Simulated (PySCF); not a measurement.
A species of formula C2H6Sn has this rotational fingerprint, computed with PySCF 2.14.0, PBE0-D3(BJ)/def2-SVP geometry optimisation, gas phase, def2 core potentials past Kr:

```
Rotational constants : A = 7694, B = 5866, C = 3474 MHz
Dipole components    : |μa| = 0.00 D, |μb| = 0.35 D, |μc| = 0.00 D
Inertial defect      : -6.34 u·Å²
κ                    : 0.13
```

Question: Which structure is it? (One computed conformer of each.)
A. Sn(vinyl)H3 (`[H][Sn]([H])([H])[CH]=C`)
B. `[Sn]([CH3])[CH3]` (SnMe2)

Answer: B. It is [CH3][Sn][CH3], an asymmetric top. The candidates at the same level (rigid rotor, commonest isotopes):

```
                 SMILES  A (MHz)  B (MHz)  C (MHz)  μa (D)  μb (D)  μc (D)  Δ (u·Å²)  point group                        rotor
         [CH3][Sn][CH3]     7694     5866     3474    0.00    0.35    0.00     -6.34            –               asymmetric top
[H][Sn]([H])([H])[CH]=C    29287     2995     2836    0.59    0.09    0.00     -7.82           Cs  near-prolate asymmetric top
```

`[H][Sn]([H])([H])[CH]=C` has A 281 % too high. No structure here is proved a minimum.
